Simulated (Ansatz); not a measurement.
One change: `C1[CH2][GaH][SiH2]1` becomes `[CH2]1C[SiH2][AlH]1`.

Ansatz, PBE0-D4/def2-TZVP geometries, multiplicity 1. 

Scalar relativity is left out up to krypton.

| property | `C1[CH2][GaH][SiH2]1` |
| --- | --- |
| HOMO energy (PBE/def2-TZVPP) / eV | -5.57 |
| HOMO–LUMO gap (PBE0/def2-TZVPP) / eV | 4.81 |
| LUMO energy (PBE/def2-TZVPP) / eV | -2.57 |
| LUMO energy (B3LYP/def2-TZVPP) / eV | -2.02 |
| size of the dipole moment (PBE/def2-TZVPP) / D | 0.80 |
| HOMO–LUMO gap (B3LYP/def2-TZVPP) / eV | 4.38 |

Question: Give the same properties after the change, and the shifts. (An estimate is asked.)

Answer: Ansatz gave: 
| property | `[CH2]1C[SiH2][AlH]1` | shift |
| --- | --- | --- |
| HOMO energy (PBE/def2-TZVPP) / eV | -5.70 | -0.13 |
| HOMO–LUMO gap (PBE0/def2-TZVPP) / eV | 4.98 | 0.17 |
| LUMO energy (PBE/def2-TZVPP) / eV | -2.50 | 0.07 |
| LUMO energy (B3LYP/def2-TZVPP) / eV | -1.92 | 0.10 |
| size of the dipole moment (PBE/def2-TZVPP) / D | 0.83 | 0.03 |
| HOMO–LUMO gap (B3LYP/def2-TZVPP) / eV | 4.61 | 0.23 |

Dipoles are sizes alone; their direction can turn.

B3LYP here is the variant with VWN-RPA as its local correlation; programs differ in this.
